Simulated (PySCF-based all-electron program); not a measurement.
## Distorting CuAgO, singlet

Calculated with an in-house all-electron program built on PySCF, in large uncontracted Gaussian sets near the basis limit; Koelling–Harmon scalar relativity, no spin–orbit coupling, spin-restricted. Forces are good to about 0.007 eV/Å. Atoms are numbered as listed.

Shape A:

```xyz
3

O    -0.0317   -0.1503    0.0278
Cu    0.0667    0.0884    1.8072
Ag    2.0235   -0.0009   -0.3168
```

PBE forces:

```tsv
atom	Fx	Fy	Fz (eV/Å)
O1	0.513	0.191	1.106
Cu2	0.080	-0.165	-1.339
Ag3	-0.593	-0.026	0.233
```

Shape B:

```xyz
3

O     0.0051   -0.0419    0.0778
Cu   -0.0320   -0.0089    1.6973
Ag    2.1514   -0.0401   -0.3226
```

Against shape A, O1–Cu2 goes from 1.798 to 1.620 Å, O1–Ag3 goes from 2.089 to 2.183 Å, Cu2–Ag3 goes from 2.889 to 2.975 Å.

Question: What forces does PBE give in shape B?

Answer: 

```tsv
atom	Fx	Fy	Fz (eV/Å)
O1	0.829	-0.060	-3.077
Cu2	0.170	0.057	2.715
Ag3	-0.999	0.003	0.362
```
